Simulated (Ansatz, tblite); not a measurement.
Removing an electron: cyclo-(AsH)3 (As₃H₃). Charge 0, multiplicity 1. Geometry: PBE-D4/def2-SVP. Ansatz, gas phase; energy differences of separate SCF runs; the oxidised species was run as a doublet alone.

```tsv
atom	x (Å)	y (Å)	z (Å)
As1	1.1260	-0.5857	-0.7332
As2	0.1757	0.2187	1.4040
As3	-1.3425	-0.3698	-0.4580
H4	1.3203	0.8645	-1.2280
H5	0.1094	-1.2290	1.9411
H6	-1.3890	1.1014	-0.9260
```

The xTB rows come from tblite.

```csv
level,−HOMO (eV),vertical IE (eV),−LUMO (eV),HOMO–LUMO gap (eV)
GFN1-xTB,10.22,14.18,6.93,3.29
GFN2-xTB,9.72,12.80,6.04,3.68
PBE-D4/def2-TZVP,6.28,9.06,1.93,4.36
```

**Question.** Estimate the rows for r2SCAN-D4/def2-TZVP, PBE0-D4/def2-TZVP.

**Answer.** 
```
              level  −HOMO (eV)  vertical IE (eV)  −LUMO (eV)  HOMO–LUMO gap (eV)
r2SCAN-D4/def2-TZVP        6.56              9.18        1.90                4.66
  PBE0-D4/def2-TZVP        7.24              9.17        1.22                6.02
```

  Raw xTB energy differences between charge states are shifted by several eV; the methods need an empirical correction for them.
